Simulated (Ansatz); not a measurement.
Bi3 was relaxed with PBE0-D4 (def2-SVP) in Ansatz in these states: neutral doublet, neutral quartet. The geometries follow in no particular order.

In the def2 sets Bi takes a core potential; there is no spin–orbit coupling.

A:

Cartesian coordinates in Å:
```
Bi 1.261 -0.003 1.218
Bi -0.381 1.477 -0.863
Bi -0.880 -1.474 -0.354
```

B:

```xyz
3

Bi   -0.9363    1.1634   -0.8518
Bi   -0.6537   -1.0747    1.1734
Bi    1.5901   -0.0887   -0.3216
```

Question: Judge from the bond lengths which geometry belongs to which state (an estimate).

Answer: A is the neutral quartet (Bi1–Bi3 3.036 Å, Bi2–Bi3 3.036 Å, Bi1–Bi2 3.036 Å); B is the neutral doublet (Bi1–Bi3 2.869 Å, Bi2–Bi3 2.871 Å, Bi1–Bi2 3.032 Å).

At PBE0-D4/def2-SVP the charge 0 doublet is spin-contaminated (final ⟨S²⟩ up to 0.95, 0.75 for a pure state). At PBE0-D4/def2-TZVP a doublet lies 1.08 eV below the neutral quartet. These are the stationary points nearest to one start from a short search; other shapes may lie lower in each state.
